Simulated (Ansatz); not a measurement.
Reaction (substitution at a C–Al bond): `[CH3][AlH][O]C[SiH3]` + `[OH][Ge]([OH])([SiH3])[Cl]` → `C[O][Ge]([OH])([SiH3])[Cl]` + `[AlH2][O]C[SiH3]`

Computed with Ansatz on PBE0-D4/def2-TZVP structures; ΔE is electronic, products minus reactants. CCSD(T)/CBS adds triple-zeta CCSD(T) − MP2 to the extrapolated MP2 energy (def2 sets, frozen cores). DFT in def2-TZVPP. B3LYP here is the variant with VWN-RPA as its local correlation; programs differ in this. For Ge outer-core shells are correlated without core-valence functions, which leaves a few kJ/mol of doubt a bond. Scalar relativity is left out up to krypton. One conformer a species, not always the lowest.

CCSD(T)/CBS gives +103.0 kJ/mol.

(1) Another level gave +104.5 kJ/mol. Which?
A. B3LYP/def2-TZVPP
B. ωB97X-V/def2-TZVPP
C. HF/def2-TZVPP
D. PBE/def2-TZVPP

Largest T1 diagnostic among the species: 0.013.

Answers

(1) D. PBE 104.5, ωB97X-V 96.0, B3LYP 100.3, HF/def2-TZVPP 88.8 kJ/mol.

In def2-TZVPP, CCSD(T) changes the Hartree–Fock value by +10.2 kJ/mol (the triples alone add +0.3 kJ/mol) and MP2 by +16.4 kJ/mol. The D4 term adds −4.3 kJ/mol with B3LYP and −2.5 kJ/mol with PBE0; it sums over pairs of atoms, weighted by their polarisabilities, and B3LYP, whose exchange is more repulsive, gets the larger term.
